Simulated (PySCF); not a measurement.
Predicted microwave data (PBE0-D3(BJ)/def2-SVP geometry optimisation, gas phase in PySCF) for one isomer of C5H8O3S:

| Quantity | Value |
| --- | --- |
| Rotational constants | A = 2262, B = 1145, C = 940.4 MHz |
| Dipole components | \|μa\| = 2.35 D, \|μb\| = 3.96 D, \|μc\| = 0.82 D |
| Inertial defect | -127.32 u·Å² |
| κ | -0.69 |

Question: Which candidate fits, each taken in the one conformer that was computed?
A. `[CH2:1]=[C:2]1[CH2:3][CH2:4][C@H:5]1[S:6](=[O:7])(=[O:8])[OH:9]` with C4–C5–S6–O7 174°, C5–S6–O9–H -109°
B. `[CH2:1]=[CH:2][S:3](=[O:4])(=[O:5])[O:6][CH:7]1[CH2:8][CH2:9]1` with C1–C2–S3–O4 133°, C2–S3–O6–C7 86°, S3–O6–C7–C8 -92°

Answer: B. It is C=CS(=O)(=O)OC1CC1, an asymmetric top, point group C1. The candidates at the same level (rigid rotor, commonest isotopes):

```csv
SMILES,A (MHz),B (MHz),C (MHz),μa (D),μb (D),μc (D),Δ (u·Å²),point group,rotor
C=CS(=O)(=O)OC1CC1,2262,1145,940.4,2.35,3.96,0.82,-127.32,C1,asymmetric top
C=C1CC[C@H]1S(=O)(=O)O,2364,1248,1027,1.60,1.08,3.02,-126.43,C1,asymmetric top
```

`C=C1CC[C@H]1S(=O)(=O)O` has C 9 % too high. No structure here is proved a minimum.
